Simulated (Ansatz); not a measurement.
```xyz
3

H     0.0000    0.0000    0.0000
N     0.0000    0.9853    0.0000
P     0.0000   -1.3331    0.0000
```

Basis set: pcseg-2 (spherical functions). Charge 0, multiplicity 2.

Computed with Ansatz (development build ahead of 0.2.0); each method stands on the lowest determinant of its kind that the runs found.

The atomization energy at this shape (free ground-state atoms in the same class of orbitals less the molecule, no zero-point energy) of doublet PNH:

| method | atomization energy |
| --- | --- |
| UHF | -151.1 kJ/mol |

Task: What does ROHF give?

Result: -394.2 kJ/mol. Caution: the molecule lies well above its atoms at this level. Caution for UHF: the unrestricted determinant is a mixture of spin states. Caution for ROHF: an unrestricted determinant lies well below.

The shape needn't be a minimum at these levels.
